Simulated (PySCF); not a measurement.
## Working with the constants of GeCl

UHF-CCSD(T) constants of GeCl, ²Π (doublet), unpaired electrons π ↑ (PySCF, scalar-relativistic core potentials, basis sets Ge cc-pVDZ-PP with ECP10, Cl cc-pV(D+d)Z; masses 73.9212 and 34.9689 u):

| Item | Value |
| --- | --- |
| ωe | 399.9 cm⁻¹ |
| ωexe | 1.25 cm⁻¹ |
| Be | 0.14632 cm⁻¹ |
| αe | 0.000683 cm⁻¹ |
| D (centrifugal) | 7.84e-08 cm⁻¹ |
| De to Ge + Cl | 3.51 eV |

(1) Give the vibrational terms G(v) and spacings up to v = 6.

(2) How well does the Morse estimate ωe²/(4ωexe) reproduce De, and what is D0?

Correlated steps freeze 9 core orbitals. Correlated levels converge slowly with the basis: in double zeta they bind strong bonds too weakly, by up to about 1 eV, and carry superposition errors of some tenths. Spin–orbit coupling is left out. The state was picked by a PBE0 search and need not be the measured ground state.

Answers

(1) G(v) = ωe(v+½) − ωexe(v+½)².

```csv
v,G(v) (cm⁻¹),G(v) − G(v−1),Bv (cm⁻¹)
0,199.6,,0.1460
1,597.0,397.4,0.1453
2,991.9,394.9,0.1446
3,1384.3,392.4,0.1439
4,1774.2,389.9,0.1432
5,2161.6,387.4,0.1426
6,2546.5,384.9,0.1419
```

(2) It gives 3.97 eV, 113 % of the computed De. D0 = De − G(0) = 3.51 − 0.02 = 3.49 eV.
